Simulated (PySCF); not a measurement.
C2H7AlFN, SMILES C[CH2][Al]([NH2])[F].

Geometry optimised at B3LYP-D3(BJ)/def2-SVP. The structure was generated by enumeration; whether it is a known compound was not checked. The values are those of a single conformer.

Level of theory: PBE/def2-TZVP (PySCF).

The total energy is -477.26584 hartree. The point group comes out as Cs, the highest occupied level is -6.10 eV and the lowest empty level is -0.85 eV. The orbital gap is 5.25 eV and the dipole moment is 2.18 D. The quadrupole, principal values (traceless, Buckingham form, about the centre of nuclear charge) is -7.66, 2.04, 5.62 D·Å and the mean static polarisability is 57.8 bohr³ (8.56 Å³). The polarisability, principal values is 49.5, 58.5, 65.2 bohr³.
